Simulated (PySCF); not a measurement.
C5H10.

```xyz
15

C     -0.0788     2.1101     0.0000
C     -0.6770     0.7347     0.0000
C     -0.0422    -0.4507     0.0000
C      1.4548    -0.6206     0.0000
C     -0.8163    -1.7446     0.0000
H     -0.4101     2.6845     0.8833
H      1.0201     2.1043     0.0000
H     -0.4101     2.6845    -0.8833
H     -1.7743     0.7095     0.0000
H      1.7796    -1.1985     0.8835
H      1.7796    -1.1985    -0.8835
H      2.0020     0.3311     0.0000
H     -1.9032    -1.5755     0.0000
H     -0.5637    -2.3575     0.8839
H     -0.5637    -2.3575    -0.8839
```

Geometry optimised at B3LYP-D3(BJ)/def2-SVP.

These are PBE0/pcSseg-1 in PySCF values and carry that method's errors. Non-relativistic, no solvent.

Computed absolute GIAO shielding of each atom: isotropic value and principal components (ppm):
```json
[
 {"atom": "C1", "σ(iso)": "167.8", "σ11": "151.6", "σ22": "168.8", "σ33": "182.9", "span": "31.3"},
 {"atom": "C2", "σ(iso)": "56.1", "σ11": "-46.3", "σ22": "75.8", "σ33": "138.7", "span": "185.0"},
 {"atom": "C3", "σ(iso)": "45.0", "σ11": "-70.3", "σ22": "49.0", "σ33": "156.4", "span": "226.7"},
 {"atom": "C4", "σ(iso)": "165.9", "σ11": "148.1", "σ22": "166.1", "σ33": "183.4", "span": "35.3"},
 {"atom": "C5", "σ(iso)": "155.8", "σ11": "135.7", "σ22": "145.7", "σ33": "185.9", "span": "50.2"},
 {"atom": "H6", "σ(iso)": "29.6", "σ11": "25.6", "σ22": "27.2", "σ33": "36.1", "span": "10.6"},
 {"atom": "H7", "σ(iso)": "29.3", "σ11": "24.8", "σ22": "30.4", "σ33": "32.7", "span": "7.9"},
 {"atom": "H8", "σ(iso)": "29.6", "σ11": "25.6", "σ22": "27.2", "σ33": "36.1", "span": "10.6"},
 {"atom": "H9", "σ(iso)": "25.9", "σ11": "23.0", "σ22": "25.0", "σ33": "29.6", "span": "6.6"},
 {"atom": "H10", "σ(iso)": "29.9", "σ11": "26.2", "σ22": "27.7", "σ33": "35.8", "span": "9.6"},
 {"atom": "H11", "σ(iso)": "29.9", "σ11": "26.2", "σ22": "27.7", "σ33": "35.8", "span": "9.6"},
 {"atom": "H12", "σ(iso)": "29.0", "σ11": "24.1", "σ22": "29.5", "σ33": "33.4", "span": "9.4"},
 {"atom": "H13", "σ(iso)": "29.6", "σ11": "25.9", "σ22": "28.5", "σ33": "34.3", "span": "8.5"},
 {"atom": "H14", "σ(iso)": "29.5", "σ11": "26.2", "σ22": "27.6", "σ33": "34.8", "span": "8.7"},
 {"atom": "H15", "σ(iso)": "29.5", "σ11": "26.2", "σ22": "27.6", "σ33": "34.8", "span": "8.7"}
]
```
